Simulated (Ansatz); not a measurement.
Process, species as SMILES: F[Te](F)F → F[Te](F)F as singlet, charge +1 + e-
Each molecule is optimised on its own at B3LYP-D3(BJ)/def2-TZVP (Ansatz, an electronic-structure program). A spin state is the lowest found, not a proven ground state.
Geometry of the first species:
SMILES: F[Te](F)F
```xyz
4

Te    -0.0002    -0.2213     0.1277
F     -1.9117    -0.2539    -0.2983
F      0.0010     1.4032    -0.8097
F      1.9116     0.1291     0.3703
```
Charge 0, spin multiplicity 2.

Quantity: adiabatic ionisation energy (electronic energy difference), in eV. Valence correlation only, unless marked. Open shells are spin-unrestricted. Spin-orbit coupling is left out. Frozen are the shells of the preceding noble gas and the d and f shells that filled before the atom's block. Past Kr the def2 sets carry scalar-relativistic core potentials. CBS marks a two-point X^-3 extrapolation of the correlation energy; Hartree-Fock from the larger set. The bracket is a focal-point correction in the basis named.

| level | program | adiabatic ionisation energy (eV) |
|---|---|---|
| HF/def2-SVPD | Ansatz | 8.62 |
| HF/def2-QZVPP | Ansatz | 7.83 |

Question: Estimate the value at RI-MP2/CBS(def2-TZVPP,def2-QZVPP)+[CCSD(T)-MP2]/def2-TZVPP as computed with Ansatz.

Answer: 8.27 eV
